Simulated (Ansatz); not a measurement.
Coupled-cluster run, `PB1C[SiH]1[ZnH]`.

```yaml
crystal:
  periodic: [false, false, false]
  atoms:
    - {symbol: P, position_ang: [-1.201592, 1.876959, 1.428272]}
    - {symbol: B, position_ang: [-0.398242, 0.467811, 0.540508]}
    - {symbol: C, position_ang: [0.458855, -0.748287, 0.892613]}
    - {symbol: Si, position_ang: [0.959497, 0.053670, -0.807601]}
    - {symbol: Zn, position_ang: [0.727413, -1.394253, -2.636618]}
    - {symbol: H, position_ang: [-2.134017, 1.244378, 2.285312]}
    - {symbol: H, position_ang: [-2.103865, 2.370896, 0.462144]}
    - {symbol: H, position_ang: [1.022812, -0.812866, 1.820628]}
    - {symbol: H, position_ang: [0.054711, -1.721096, 0.608268]}
    - {symbol: H, position_ang: [2.085863, 1.029142, -0.763265]}
    - {symbol: H, position_ang: [0.528565, -2.366365, -3.830252]}
basis:
  gaussian: {orbitals: def2-TZVPP}
correlation: {method: ccsd_t, frozen_orbitals: {B: 1, C: 1, H: 0, P: 5, Si: 5, Zn: 9}}
output: {orbitals: {seedname: orbitals}}
```

```sh
$ ansatz run in.yaml --threads 4 --pin off --events-out ev --progress --plain --max-ram 10444MiB
```

Output of Ansatz, abridged:

```
Functional definition: HF
  name "HF"
  cite "Fock, Z. Phys. 61, 126 (1930) doi:10.1007/BF01340294"
  parent pbe
  exchange = exact_x
  correlation = 0
1778 factors; integrals over basis functions are off by at most 1.1e-3 eV
mean field evaluation 1: about -67302.0265 eV, gradient 3.6e1 eV
mean field evaluation 2: about -67302.4749 eV, gradient 3.6e1 eV
mean field evaluation 4: about -67306.8390 eV, gradient 6.2e0 eV
mean field evaluation 8: about -67306.9654 eV, gradient 6.4e-1 eV
mean field evaluation 16: about -67306.9682 eV, gradient 2.1e-6 eV
mean field -67306.96817236 eV, -2473.4854580327 hartree, gradient 2.2e-6 eV, S^2 0.000000; 0 other end points of the search recorded, 0 dependent functions left out
21 core orbitals not correlated: weight in the atoms' cores, before any rotation towards them, 1.000 or more for the frozen orbitals, at most 0.000 for the correlated occupied ones
reference -67306.96817236 eV, -2473.4854580327 hartree; 17, 17 occupied and 256, 256 virtual orbitals, 1778 factors
second order -28.67047777 eV of doubles, -0.00000000 eV of singles
cycle   1  -27.78617863 eV  change    8.8e-1 eV  update   1.5e-1
cycle   2  -28.69529405 eV  change   -9.1e-1 eV  update   5.6e-2
cycle   3  -28.89555859 eV  change   -2.0e-1 eV  update   2.8e-2
cycle   4  -28.86891879 eV  change    2.7e-2 eV  update   9.0e-3
cycle   5  -28.85761693 eV  change    1.1e-2 eV  update   4.0e-3
cycle   6  -28.85977903 eV  change   -2.2e-3 eV  update   1.7e-3
cycle   7  -28.85889991 eV  change    8.8e-4 eV  update   6.8e-4
cycle   8  -28.85838995 eV  change    5.1e-4 eV  update   2.6e-4
cycle   9  -28.85867282 eV  change   -2.8e-4 eV  update   1.1e-4
cycle  10  -28.85875091 eV  change   -7.8e-5 eV  update   4.4e-5
cycle  11  -28.85867470 eV  change    7.6e-5 eV  update   2.3e-5
cycle  12  -28.85870242 eV  change   -2.8e-5 eV  update   1.3e-5
perturbative correction -1.20608256 eV, -0.0443227167 hartree
Total energy: -67337.03295734 eV, -2474.5903185021 hartree
```

It took 6 min on 4 threads of an Arm Neoverse V1 on a shared host, with 8.7 GiB of host memory at the peak.

MP2 recovers 95.4 % of the CCSD(T) correlation energy and the triples give 4.0 %; T1 = 0.0170.
